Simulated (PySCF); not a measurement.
# V(3+) (vanadium, charge +3) across methods

[Ar] 3d2, high-spin 3F determinant. Calculation: PySCF 2.14, in aug-cc-pVQZ-DK (9s8p6d4f3g2h, 140 functions); scalar relativity by spin-free X2C-1e.

```json
{"method": "LDA", "E (hartree)": "-945.048", "mean ε 3p α (eV)": "-78.092", "mean ε 3p β (eV)": "-76.034", "mean ε 3d α (eV)": "-38.293", "Σ⟨r²⟩ (bohr²)": "13.18", "⟨S²⟩": "2.000"}
{"method": "PBE0", "E (hartree)": "-947.103", "mean ε 3p α (eV)": "-81.601", "mean ε 3p β (eV)": "-78.800", "mean ε 3d α (eV)": "-40.784", "Σ⟨r²⟩ (bohr²)": "13.10", "⟨S²⟩": "2.001"}
{"method": "BHandHLYP", "E (hartree)": "-947.317", "mean ε 3p α (eV)": "-84.963", "mean ε 3p β (eV)": "-81.445", "mean ε 3d α (eV)": "-43.242", "Σ⟨r²⟩ (bohr²)": "13.10", "⟨S²⟩": "2.001"}
{"method": "B97-3", "E (hartree)": "-947.201", "mean ε 3p α (eV)": "-81.723", "mean ε 3p β (eV)": "-78.952", "mean ε 3d α (eV)": "-40.819", "Σ⟨r²⟩ (bohr²)": "13.07", "⟨S²⟩": "2.001"}
{"method": "PBE", "E (hartree)": "-947.055", "mean ε 3p α (eV)": "-78.051", "mean ε 3p β (eV)": "-75.957", "mean ε 3d α (eV)": "-38.360", "Σ⟨r²⟩ (bohr²)": "13.16", "⟨S²⟩": "2.000"}
{"method": "UHF", "E (hartree)": "-946.39820", "mean ε 3p α (eV)": "-91.102", "mean ε 3p β (eV)": "-85.828", "mean ε 3d α (eV)": "-47.316", "Σ⟨r²⟩ (bohr²)": "13.05", "⟨S²⟩": "2.003"}
{"method": "PBEsol", "E (hartree)": "-946.024", "mean ε 3p α (eV)": "-77.964", "mean ε 3p β (eV)": "-75.858", "mean ε 3d α (eV)": "-38.212", "Σ⟨r²⟩ (bohr²)": "13.16", "⟨S²⟩": "2.000"}
{"method": "r2SCAN", "E (hartree)": "-947.267", "mean ε 3p α (eV)": "-79.240", "mean ε 3p β (eV)": "-76.756", "mean ε 3d α (eV)": "-38.910", "Σ⟨r²⟩ (bohr²)": "13.08", "⟨S²⟩": "2.001"}
```
